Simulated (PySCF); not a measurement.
# MP2, SCS-MP2 and SOS-MP2 from spin components

System: H4BO3, charge +1, singlet, geometry from GFN2-xTB. Level: MP2/STO-3G (PySCF). Sums are taken with unrounded values, so a last digit can differ.

Here is a job for PySCF.
```python
from pyscf import gto, scf, mp

mol = gto.M(
    atom='''
O     0.94125156   -0.94343766   -0.27587590
B     0.16783123    0.07930902   -0.02149367
O     0.41422978    1.35004150    0.03855453
O    -1.26136055   -0.43334826    0.26131813
H     1.88698970   -0.85838621   -0.41413059
H    -0.15142388    2.07765955    0.29507508
H    -1.30328516   -1.40441468    0.18719957
H    -2.02440304    0.00255155   -0.15264982
''',
    basis='sto-3g',
    charge=1,
    verbose=4,
)

mf = scf.RHF(mol)
mf.kernel()

pt = mp.MP2(mf, frozen=4)
pt.kernel()
print('E(MP2) = %.10f' % pt.e_tot)
mf.analyze()
```

It gave an SCF energy of -248.172628 Eh, a same-spin correlation energy of -0.030788 Eh and an opposite-spin one of -0.133694 Eh.

### Question
Work out the MP2, SCS-MP2 (6/5 and 1/3) and SOS-MP2 (1.3 and 0) correlation and total energies.

### Answer
MP2: -0.133694 + (-0.030788) = -0.164482 Eh, total -248.337110 Eh, as the program printed. SCS-MP2: 1.2 × (-0.133694) + (-0.030788)/3 = -0.170695 Eh, total -248.343324 Eh. SOS-MP2: 1.3 × (-0.133694) = -0.173802 Eh, total -248.346431 Eh. Opposite spins carry 81 % of the MP2 correlation; same-spin pairs are already kept apart by exchange.
